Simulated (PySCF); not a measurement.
GeH8OSi2, BGeH9Si2 (calculated)

All values are calculated (PySCF 2.14.0). Calculation on a computer-drawn molecule: the log of a Hartree-Fock and frozen-core CCSD(T) single point meant for a local Hartree-Fock minimum, with one planted fault or none, to be diagnosed. Offsets are logged minus clean, where the clean run is the same molecule without the fault. The reference is restricted for singlets and unrestricted otherwise, and also for a bond in bohr or an excited solution. Adding or removing an electron swaps singlet and doublet. The excited solution moves the top pair (singlet) or top alpha electron (doublet) to the lowest empty orbital. Highest occupied and lowest empty are orbital energies over both spins, largest force is the largest gradient component, triples share is (T) over the correlation energy, the T1 limit is 0.02 restricted and 0.045 unrestricted, electrons count all cores, a negative frequency is imaginary (commonest isotopes), and the dipole is about the centre of nuclear charge; on germanium a core potential holds 10 electrons, which the energies leave out, and 3d is frozen in MP2 and coupled-cluster steps.

Common to all runs: meant charge 0; meant multiplicity 1; meant basis cc-pV(D+d)Z; meant basis and core potential on germanium cc-pVDZ-PP ECP10MDF; logged SCF converged yes; logged CC converged yes; logged SCF stable within its kind yes; possible faults no fault, one electron removed, one electron added, multiplicity raised by two, geometry at a saddle point, SCF held on an excited solution, minimal basis STO-3G, one bond length entered in bohr, all coordinates scaled.

(1) 
```xyz
12
formula=GeH8OSi2 logged_electrons=75 logged_basis_functions=123 logged_spin_squared=0.7599 logged_highest_occupied=-16.211 logged_lowest_empty=-8.3731 logged_largest_force=0.10716 logged_T1_diagnostic=0.028257 logged_D1_diagnostic=0.18195 logged_triples_share=0.024933 logged_dipole_magnitude=3.2837 logged_energy_HF=-950.50312 logged_energy_CCSD(T)=-951.05172 planted_fault=one_electron_removed HF_energy_offset_from_clean_run=217.7 CCSD(T)_energy_offset_from_clean_run=226
Si    -0.4715     0.1727    -3.1829
O     -0.0523     0.6489    -1.6690
Si     0.9857     1.2355    -0.5352
Ge    -0.1503     1.3505     1.5745
H     -0.3194     1.3000    -4.1278
H     -1.8786    -0.2712    -3.1659
H      0.3945    -0.9436    -3.6198
H      1.4566     2.5805    -0.9401
H      2.1675     0.3477    -0.4354
H      0.7901     1.8949     2.6587
H     -1.3686     2.2776     1.4857
H     -0.6307    -0.0395     2.0091
```

Units: logged_highest_occupied, logged_lowest_empty in eV; logged_largest_force in hartree/bohr; logged_dipole_magnitude in debye; logged_energy_HF, logged_energy_CCSD(T) in hartree; HF_energy_offset_from_clean_run, CCSD(T)_energy_offset_from_clean_run in kcal/mol.

Drawn bonds:
```
atom  other atom  order
   1           2      1
   2           3      1
   3           4      1
   1           5      1
   1           6      1
   1           7      1
   3           8      1
   3           9      1
   4          10      1
   4          11      1
   4          12      1
```

(2) 
```xyz
13
formula=BGeH9Si2 logged_electrons=74 logged_basis_functions=128 logged_spin_squared=0.8236 logged_highest_occupied=-9.0154 logged_lowest_empty=0.73534 logged_largest_force=0.0090572 logged_T1_diagnostic=0.04317 logged_D1_diagnostic=0.2082 logged_triples_share=0.032582 logged_dipole_magnitude=0.3301 logged_energy_HF=-901.02356 logged_energy_CCSD(T)=-901.49565 planted_fault=one_bond_length_entered_in_bohr,row_10_of_the_drawn_bonds HF_energy_offset_from_clean_run=68.88 CCSD(T)_energy_offset_from_clean_run=75.48
Si    -0.8398    -1.2106    -1.1839
B     -1.1195    -0.0308     0.4566
Ge    -0.2393     1.8392     0.7290
Si    -1.7830     3.5706     0.0530
H     -2.0687    -1.9547    -1.5571
H     -0.3814    -0.4441    -2.3688
H      0.2170    -2.1965    -0.8311
H     -1.8382    -0.4255     1.3339
H      1.0437     2.0048    -0.1023
H      0.1282     2.0849     2.2015
H     -4.1048     3.4594     1.6166
H     -1.1559     4.9028     0.2168
H     -2.1636     3.3918    -1.3690
```

Units: logged_highest_occupied, logged_lowest_empty in eV; logged_largest_force in hartree/bohr; logged_dipole_magnitude in debye; logged_energy_HF, logged_energy_CCSD(T) in hartree; HF_energy_offset_from_clean_run, CCSD(T)_energy_offset_from_clean_run in kcal/mol.

Drawn bonds:
```
atom  other atom  order
   1           2      1
   2           3      1
   3           4      1
   1           5      1
   1           6      1
   1           7      1
   2           8      1
   3           9      1
   3          10      1
   4          11      1
   4          12      1
   4          13      1
```
